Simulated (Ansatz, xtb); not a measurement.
**Two isomers of C6H10O**

We compare X, `C[C@@H]1C=C(O)CC1`, a singlet, with Y, `C[C@@H]1CCC(=O)C1`, a singlet. Both are isolated molecules in the gas phase, relaxed with PBE0-D3(BJ)/def2-SVP; each stands in its lowest conformer found.

Quicker runs give these differences E(Y) − E(X): GFN2-xTB −11.3 kcal/mol; HF/STO-3G −19.7 kcal/mol (at GFN2-xTB geometries); r2SCAN-D4/def2-SVP −13.6 kcal/mol (at GFN2-xTB geometries).

Q: Estimate E(Y) − E(X) at the level CCSD(T)/def2-SVP + ΔMP2/def2-TZVPP.

A: Calculated at CCSD(T)/def2-SVP + ΔMP2/def2-TZVPP: E(Y) − E(X) = −11.7 kcal/mol, so structure Y lies lower.

The same difference at several levels:

```json
{"level": "GFN2-xTB", "geometry": "GFN2-xTB", "E(Y) − E(X) (kcal/mol)": "−11.3", "departure from the last row (kcal/mol)": "+0.4", "job, with rough time for the two": "optimisation, 0.14 s"}
{"level": "HF/STO-3G", "geometry": "GFN2-xTB", "E(Y) − E(X) (kcal/mol)": "−19.7", "departure from the last row (kcal/mol)": "−7.9", "job, with rough time for the two": "single point, 0.62 s"}
{"level": "r2SCAN-D4/def2-SVP", "geometry": "GFN2-xTB", "E(Y) − E(X) (kcal/mol)": "−13.6", "departure from the last row (kcal/mol)": "−1.9", "job, with rough time for the two": "single point, 7.5 s"}
{"level": "PBE0-D3(BJ)/def2-SVP", "geometry": "PBE0-D3(BJ)/def2-SVP", "E(Y) − E(X) (kcal/mol)": "−12.9", "departure from the last row (kcal/mol)": "−1.1", "job, with rough time for the two": "optimisation, 71 s"}
{"level": "HF/def2-SVP", "geometry": "PBE0-D3(BJ)/def2-SVP", "E(Y) − E(X) (kcal/mol)": "−14.9", "departure from the last row (kcal/mol)": "−3.1", "job, with rough time for the two": "part of the CCSD(T) run"}
{"level": "MP2/def2-SVP", "geometry": "PBE0-D3(BJ)/def2-SVP", "E(Y) − E(X) (kcal/mol)": "−13.9", "departure from the last row (kcal/mol)": "−2.1", "job, with rough time for the two": "part of the CCSD(T) run"}
{"level": "CCSD(T)/def2-SVP", "geometry": "PBE0-D3(BJ)/def2-SVP", "E(Y) − E(X) (kcal/mol)": "−14.2", "departure from the last row (kcal/mol)": "−2.4", "job, with rough time for the two": "single point"}
{"level": "CCSD(T)/def2-SVP + ΔMP2/def2-TZVPP", "geometry": "PBE0-D3(BJ)/def2-SVP", "E(Y) − E(X) (kcal/mol)": "−11.7", "departure from the last row (kcal/mol)": "", "job, with rough time for the two": "single point, 3 min"}
```

As drawn, Y has 1 C–C, 1 C=O, 1 C–H in place of 1 C=C, 1 C–O, 1 O–H.

The levels shown agree on the order. The largest departure from CCSD(T)/def2-SVP + ΔMP2/def2-TZVPP is that of HF/STO-3G, 7.9 kcal/mol. The last row adds to CCSD(T) the change of the MP2 difference between the two basis sets, here +2.4 kcal/mol.

With thermal terms from frequencies at re-optimised GFN2-xTB minima (ideal gas, soft modes damped towards free rotors, one conformer each, 298.15 K, 1 atm): on the last row, ΔE + ΔZPE = −11.5, ΔH = −11.6, ΔG = −11.4 kcal/mol.

The correlated steps freeze 7 core orbitals. Programs: Ansatz 0.2.0, xtb 6.7.1; the last row on 2 threads of Arm Neoverse V2 on a shared host.
